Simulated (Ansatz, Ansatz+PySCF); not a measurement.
| atom | x (Å) | y (Å) | z (Å) |
| --- | --- | --- | --- |
| C | 0.0252 | -0.0241 | -0.8350 |
| C | 0.0572 | -0.0154 | 0.7650 |
| H | -0.0256 | -0.9827 | -1.1871 |
| H | -0.9242 | 0.5314 | -1.1187 |
| H | 0.9016 | 0.5881 | -1.1827 |
| H | -0.0199 | 1.0285 | 1.1778 |
| H | -0.9455 | -0.4954 | 1.2168 |
| H | 0.9067 | -0.5316 | 1.1766 |

Basis set: def2-SVP (spherical functions). Correlated methods keep 2 orbitals frozen. Charge 0, multiplicity 1.

Computed with Ansatz (development build ahead of 0.2.0); each method stands on the lowest determinant of its kind that the runs found. Restricted open shells among the atoms or ions are ROHF, correlated in semicanonical orbitals with singles.

The atomization energy at this shape (free ground-state atoms in the same class of orbitals less the molecule, no zero-point energy) of singlet C2H6:

```
 method  atomization energy
RHF-MP2       2819.5 kJ/mol
```

(1) What does RHF give?

Results:

(1) 2304.8 kJ/mol. Caution: the shape is not the minimum.
